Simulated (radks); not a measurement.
Question: Eu, configuration [Xe] 4f7 6s2. Method: scalar-relativistic Kohn-Sham, PBEsol, spin-polarised, spherical densities, point nucleus; open shells are filled with parallel spins first (spin-orbit coupling, left out, can overturn this in heavy ions); computed with a radial shooting solver on a logarithmic mesh with Libxc functionals. Some entries of the table are withheld. Estimate them.

orbital  occ.  eigenvalue (hartree)  r(max) (bohr)
1s up       1             -1776.821        0.01420
1s down     1             -1776.821        0.01420
2s up       1             -291.7473        0.08057
2s down     1             -291.7453        0.08057
2p up       3             -259.9547        0.06514
2p down     3             -259.9533        0.06514
3s up       1             -64.19081         0.2290
3s down     1             -64.10535         0.2289
3p up       3             -54.29831         0.2246
3p down     3             -54.21333         0.2245
3d up       5             -41.06066         0.1838
3d down     5             -40.99507         0.1837
4s up       1             -12.78730         0.5275
4s down     1             -12.58410         0.5273
4p up       3              -9.53415         0.5507
4p down     3              -9.33148         0.5504
4d up       5              -5.00413         0.5735
4d down     5              -4.80247         0.5731
5s up       1                   (1)          1.228
5s down     1                   (2)          1.243
5p up       3              -0.90301            (3)
5p down     3              -0.81774            (4)
4f up       7              -0.15175         0.5926
6s up       1              -0.13742            (5)
6s down     1              -0.12782            (6)

Answer: 
(1) 5s up eigenvalue (hartree): -1.68034
(2) 5s down eigenvalue (hartree): -1.56542
(3) 5p up r(max) (bohr): 1.397
(4) 5p down r(max) (bohr): 1.422
(5) 6s up r(max) (bohr): 3.567
(6) 6s down r(max) (bohr): 3.713
